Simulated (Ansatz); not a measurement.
The cluster Zn2Te, relaxed as a quintet with UKS PBE-D4/def2-TZVP in Ansatz, starting from the PBE-D4/def2-TZVP geometry of the neutral singlet. Force threshold 0.02 eV/Å.

In the def2 sets Te takes a core potential; there is no spin–orbit coupling. At PBE-D4/def2-TZVP a singlet of charge 0 lies 3.16 eV below the quintet, each at its own geometry. The structure comes from a short search, and lower isomers may exist.

Start:

```xyz
3

Zn   -0.5115    0.2026    2.4887
Zn    0.5112   -0.1982   -2.4895
Te    0.0003   -0.0043    0.0008
```

Q: Estimate the energy that the relaxation releases and the steps that it takes.

A: 1.28 eV, in 18 steps; 59 s on 4 threads of Arm Neoverse V1 on a shared host. The force fell under the threshold at step 14, but the optimiser went on and released 0.010 eV more. No frequencies were taken in this run, so the end may be a saddle point.

Q: Does the start keep its bonding and symmetry?

A: By distances, no bond broke or formed. The bond that changes most is Zn1–Te3, from 2.55 to 2.78 Å (atoms count from 1). Point group D∞h at the start, C2v at the end, both within 0.05 Å.

Q: Predict the relaxed structure.

A: 
```csv
atom,x (Å),y (Å),z (Å)
Zn1,-0.4012,0.8698,1.5411
Zn2,0.2625,0.6093,-1.6889
Te3,0.1387,-1.4791,0.1478
```
Bond lengths (bridged metal pairs left out): 2 × Te–Zn 2.78 Å.
